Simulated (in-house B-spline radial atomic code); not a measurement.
**RPA and G0W0 on HSE06: the chlorine ion Cl⁶⁺**

Configuration [Ne] 3s1, highest spin, mean-field start HSE06. Computed with a B-spline radial code for spherical atoms: all electrons, scalar-relativistic (spin-free one-electron X2C), finite nucleus, each spin shell either full or empty, empty states to l = 9 with an (l + 1/2)⁻⁴ tail; G0W0 by contour deformation at full frequency.

Command:
```bash
python run_gw.py task.json out
```
Settings (radii: box in bohr, nucleus in fm):
```
Z                        17
electrons                11
configuration            [Ne] 3s1
hamiltonian              x2c
method                   hse06
lmax                     9
rms_radius               3.3654
spin_polarised           True
box_radius               9.29
intervals                68
ion_configuration        [He] 2s2 2p6
```

Time taken, with all properties: 1.7 s on 1 thread of Intel(R) Xeon(R) 6975P-C (shared host).

Energies (hartree):

| term | value |
| --- | --- |
| mean-field total | -450.65065 |
| Hartree-Fock functional on these orbitals | -450.33051 |
| direct second order | -0.71886 |
| second-order exchange | 0.27201 |
| SOSEX correction | 0.25365 |

(1) What is the RPA correlation energy, and what remains with SOSEX?

Quasi-particle levels (eV):

```tsv
level	occupied	mean field	Σx - vxc	Σc	QP weight	G0W0
3s up	yes	-108.70	-5.10	?	?	?
2p down	yes	-305.49	-20.71	2.98	0.963	-323.21
2p up	yes	-306.07	-20.82	3.05	0.959	-323.85
3s down	no	-101.73	7.21	-2.46	0.955	-96.98
```

G0W0 = mean field + (Σx - vxc) + Σc, with Σc (partial-wave tail included) taken at the quasi-particle energy. Only the outer levels were computed. Levels of low weight are left out.

(2) Where does G0W0 put 3s up?

(3) What does it cost to remove one electron (to [He] 2s2 2p6) by differences of total energies, each species on its own start (correlation terms add to the Hartree-Fock functional)?

Results:

(1) RPA gives -0.6608 hartree (-1.63 eV per electron); RPA + SOSEX gives -0.40714, and the second-order doubles -0.44685 hartree (no singles). SOSEX takes back 38 % of the RPA value.

(2) At -115.41 eV, with Σc = -1.61 eV and a quasi-particle weight of 0.975. The tabulated removal energy is 114.201 eV (NIST, measured); the calculation leaves out spin-orbit coupling, Breit and QED terms, and what these don't explain is the method's own error.

(3) HSE06 114.83 eV, Hartree-Fock functional 113.69 eV, + RPA 115.03 eV, + RPA + SOSEX 114.15 eV, + second order 114.27 eV. Tabulated: 114.201 eV (NIST, measured); the calculation leaves out spin-orbit coupling, Breit and QED terms, and what these don't explain is the method's own error.
